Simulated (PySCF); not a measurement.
## Potential energy of SbBr along the bond

Set-up: PySCF, spin-free X2C with a Gaussian nucleus, basis sets Sb x2c-TZVPPall, Br x2c-TZVPPall. Energies in eV from Sb + Br in their ground configurations at the same level. State: ³Σ⁻ (triplet), unpaired electrons π ↑↑.

All columns are PBE0. A positive dipole means Sb(−)Br(+).

| R (Å) | E (eV) | μ (D) | Mulliken charge on Sb (basis-dependent) | HOMO (eV) | LUMO (eV) | Mayer bond order | ⟨S²⟩ |
| --- | --- | --- | --- | --- | --- | --- | --- |
| 2.147 | -1.703 | -0.14 | 0.23 | -5.69 | -2.42 | 1.23 | 2.01 |
| 2.246 | -2.352 | -0.64 | 0.26 | -5.88 | -2.58 | 1.19 | 2.00 |
| 2.346 | -2.695 | -1.14 | 0.28 | -6.06 | -2.73 | 1.15 | 2.00 |
| 2.421 | -2.811 | -1.52 | 0.29 | -6.19 | -2.84 | 1.13 | 2.00 |
| 2.496 | -2.838 | -1.89 | 0.30 | -6.32 | -2.94 | 1.11 | 2.01 |
| 2.571 | -2.800 | -2.26 | 0.31 | -6.44 | -3.04 | 1.09 | 2.01 |
| 2.671 | -2.677 | -2.74 | 0.31 | -6.59 | -3.17 | 1.06 | 2.01 |
| 2.796 | -2.450 | -3.31 | 0.32 | -6.76 | -3.31 | 1.03 | 2.01 |
| 2.945 | -2.123 | -3.94 | 0.33 | -6.94 | -3.54 | 0.99 | 2.02 |
| 3.145 | -1.665 | -4.66 | 0.35 | -7.10 | -4.08 | 0.92 | 2.04 |

A fit through these points gives, at Re = 2.486 Å, μ = -1.84 D and dμ/dR = -4.96 D/Å; the reduced mass is 47.75 u.

Question: How strong is the fundamental in the double-harmonic approximation, I = 42.26·(dμ/dR)²/μred km/mol?

Answer: I = 42.26·(-4.96)²/47.75 = 21.8 km/mol at PBE0.

Spin–orbit coupling is left out, which matters for elements this heavy, above all for dissociation energies. The state is the lowest determinant that a PBE0 search found; another state may lie lower at other levels.
